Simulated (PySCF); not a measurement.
# Electron correlation in Sr⁺ (strontium, charge +1)

[Kr] 4d1, 2D determinant (an excited configuration). Computed with PySCF 2.14 in x2c-TZVPPall with one added diffuse shell each of s, p, d, f type (9s7p7d3f1g, 95 functions), with the spin-free X2C one-electron Hamiltonian (Gaussian nucleus). Frozen: [Ar] 3d10; 9 electrons correlated.

MP2 pair energies summed by pair of shells (mhartree):

```tsv
pair	energy	share (%)
4p-4p	-122.13	64.5
4s-4p	-32.27	17.0
4p-4d	-25.43	13.4
4s-4s	-6.48	3.4
4s-4d	-2.99	1.6
```

Total MP2 correlation energy: -189.30 mhartree.

Same-spin part -50.57 and opposite-spin part -138.73 mhartree; SCS-MP2 scales them by 1/3 and 6/5 to -183.34 mhartree.

This basis was not built for core-valence correlation, so the inner-shell part is incomplete.
